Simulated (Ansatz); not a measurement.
C₂H₆O₂Si₂, SMILES `O[SiH2]C#C[SiH2]O`, relaxed with RKS PBE0-D4/def2-TZVP in the Gaussian-basis code of Ansatz from a PBE-D4/def2-SVP geometry. The force threshold is 0.005 eV/Å; the program also tests the step.

Charge 0, multiplicity 1.

Start:

```xyz
12

O     1.205   -2.368   -2.034
Si    1.671   -0.804   -1.641
C     0.460   -0.012   -0.496
C    -0.384    0.497    0.254
Si   -1.600    1.244    1.423
O    -1.501    0.536    2.941
H     0.294   -2.455   -2.365
H     1.785    0.089   -2.846
H     2.995   -0.937   -0.957
H    -1.327    2.724    1.453
H    -2.990    0.976    0.941
H    -0.608    0.509    3.327
```

Task: How much energy does the relaxation release, and in how many steps? (Best estimate.)

Result: Ansatz gave: 0.10 eV, in 21 steps.

Task: Which bonds change most? (An estimate is asked.)

Result: The calculation gave: O1–Si2 from 1.678 to 1.641 Å; Si5–O6 from 1.678 to 1.641 Å; C3–C4 from 1.239 to 1.216 Å; Si5–H10 from 1.505 to 1.485 Å.

Task: Give the relaxed structure. (An estimate is asked.)

Result: Ansatz gave: 
```xyz
12

O     1.347   -2.368   -1.829
Si    1.617   -0.755   -1.690
C     0.443    0.016   -0.516
C    -0.355    0.524    0.248
Si   -1.529    1.297    1.422
O    -1.665    0.412    2.797
H     0.460   -2.658   -2.045
H     1.456   -0.046   -2.985
H     2.997   -0.613   -1.181
H    -1.030    2.670    1.686
H    -2.879    1.334    0.823
H    -0.861    0.188    3.268
```
